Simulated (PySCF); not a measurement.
SiF₂Cl, SMILES F[Si](F)Cl, multiplicity 2.

Geometry optimised at B3LYP-D3(BJ)/def2-SVP.

All values below come from TDA-PBE/def2-SVPD in PySCF.

Vertical excitations. Gas-phase values at a fixed geometry.

Q: Estimate the UV-visible absorptions. (Estimate from the structure and the level; the computed values follow.)

A: 
```tsv
state	energy (eV)	λ (nm)	f	main pairs
root 1	4.00	310	0.001	β HOMO→LUMO 100 %
root 2	4.16	298	0.007	β HOMO−1→LUMO 99 %
root 3	5.79	214	0.004	α HOMO→LUMO 13 %, β HOMO−2→LUMO 85 %
root 4	5.88	211	0.000	α HOMO→LUMO+1 20 %, β HOMO−3→LUMO 75 %
root 5	5.94	209	0.044	α HOMO→LUMO 77 %, β HOMO−2→LUMO 15 %, β HOMO−4→LUMO 8 %
root 6	6.23	199	0.024	α HOMO→LUMO 8 %, β HOMO−4→LUMO 90 %
root 7	6.24	199	0.089	α HOMO→LUMO+2 49 %, α HOMO→LUMO+1 44 %
root 8	6.37	195	0.167	α HOMO→LUMO+2 42 %, α HOMO→LUMO+1 33 %, β HOMO−3→LUMO 18 %
root 9	6.91	180	0.040	β HOMO−5→LUMO 90 %
root 10	7.09	175	0.016	α HOMO→LUMO+3 96 %
```
Unrestricted roots are not spin-pure.
